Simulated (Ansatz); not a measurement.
Computed with Ansatz on PBE0-D4/def2-TZVP structures; ΔE is electronic, products minus reactants. CCSD(T)/CBS adds triple-zeta CCSD(T) − MP2 to the extrapolated MP2 energy (def2 sets, frozen cores). This one scheme is used for every species. Functionals use def2-TZVPP. B3LYP here is the variant with VWN-RPA as its local correlation; programs differ in this. One conformer a species, not always the lowest.

Consider the redistribution: `NB[SiH2]O` + `COC[SiH2]F` → `NBOC[SiH2]F` + `C[SiH2]O`.

`NB[SiH2]O`:

```xyz
10

N    -1.199   -0.313   -1.441
B    -0.835    0.228   -0.218
Si    1.067    0.124    0.449
O     1.166   -0.389    2.026
H    -2.135   -0.264   -1.811
H    -0.559   -0.800   -2.046
H    -1.700    0.770    0.419
H     1.728    1.459    0.293
H     1.887   -0.854   -0.322
H     0.579    0.038    2.651
```

`COC[SiH2]F`:

Z-matrix (Å, degrees):
```
C
O 1 1.402
H 1 1.090 2 107.3
H 1 1.098 2 112.3 3 119.4
H 1 1.099 2 111.2 3 -119.1
C 2 1.413 1 113.0 3 -179.7
Si 6 1.884 2 114.3 1 82.9
H 6 1.096 2 106.9 1 -158.1
H 6 1.102 2 111.2 1 -42.7
F 7 1.601 6 109.1 2 67.0
H 7 1.486 6 109.3 2 -175.2
H 7 1.484 6 112.9 2 -52.0
```

`NBOC[SiH2]F`:

```xyz
13

N    -2.127   -0.077   -1.106
B    -1.406   -1.066   -0.427
O    -0.183   -0.839    0.148
C     0.427    0.440    0.084
Si    2.050    0.274    1.014
F     2.795    1.695    0.984
H    -1.818    0.871   -1.232
H    -3.021   -0.271   -1.518
H    -1.849   -2.172   -0.325
H     0.605    0.746   -0.955
H    -0.207    1.209    0.547
H     1.805   -0.089    2.429
H     2.930   -0.721    0.357
```

`C[SiH2]O`:

```xyz
9

C     0.743   -0.580    0.698
Si   -0.256    0.129   -0.706
O    -1.661    0.830   -0.194
H     1.640   -1.073    0.313
H     0.163   -1.318    1.257
H     1.066    0.200    1.394
H    -0.680   -0.944   -1.638
H     0.582    1.120   -1.442
H    -1.597    1.636    0.318
```

Q: Is it downhill or uphill in electronic energy at CCSD(T)/CBS, and by how much? (An estimate is asked.)

A: Ansatz gave: Downhill: ΔE = -2.44 eV.

Q: What do these levels give: PBE-D4, PBE0-D4, ωB97X-V, B2PLYP, r2SCAN, PBE0, B3LYP, MP2/def2-TZVPP, MP2/def2-QZVPP, SCS-MP2/def2-QZVPP, MP2/CBS(def2), CCSD/CBS(def2)? (An estimate is asked.)

A: The calculation gave: PBE-D4 -2.23, PBE0-D4 -2.32, ωB97X-V -2.36, B2PLYP -2.44, r2SCAN -2.41, PBE0 -2.32, B3LYP -2.38, MP2/def2-TZVPP -2.53, MP2/def2-QZVPP -2.55, SCS-MP2/def2-QZVPP -2.49, MP2/CBS(def2) -2.56, CCSD/CBS(def2) -2.46 eV.

Largest T1 diagnostic among the species: 0.013.

From PBE to PBE0 (25 % exact exchange), in def2-TZVPP and without D4, ΔE moves by −0.09 eV.
